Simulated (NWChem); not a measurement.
Molecule: GeHCl$_{3}$; SMILES [Cl][GeH]([Cl])[Cl]

### Question
Give the equilibrium geometry at PBE0/def2-SVP (NWChem) as an XYZ file, with the point group.

### Answer
point group C3v; any orientation.
```
5

Ge     0.0000     0.0000     0.4352
Cl    -0.4895     1.9411    -0.3128
Cl     1.9258    -0.5466    -0.3128
Cl    -1.4363    -1.3945    -0.3128
H      0.0000     0.0000     1.9616
```
